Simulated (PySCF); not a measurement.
Al(H)(OH)(PH2) (AlH4OP), SMILES [AlH]([OH])[PH2]. Atoms are numbered in the order given.

```xyz
7

Al    -0.2628     0.1410    -0.7801
H     -0.7331    -0.5195    -2.1430
O     -0.2161     1.8299    -0.6232
H     -0.4627     2.4284    -1.3266
P      0.2627    -1.0750     1.1209
H      1.3771    -0.2434     1.4138
H      1.0240    -2.0128     0.3701
```
Charge 0, spin multiplicity 1.

Coordinates come from a PBE0-D3(BJ)/def2-TZVP optimisation. The values are those of a single conformer.

The numbers are results of r2SCAN/def2-TZVPD run with PySCF, not measurements.

ESP charges are fitted to the potential on shells at 1.4 to 2.0 van der Waals radii. Atomic charges (e):

| atom | IAO | ESP fit |
|---|---|---|
| Al1 | 0.90 | 0.78 |
| H2 | -0.23 | -0.27 |
| O3 | -0.83 | -0.72 |
| H4 | 0.37 | 0.38 |
| P5 | -0.23 | -0.29 |
| H6 | 0.02 | 0.08 |
| H7 | 0.01 | 0.04 |
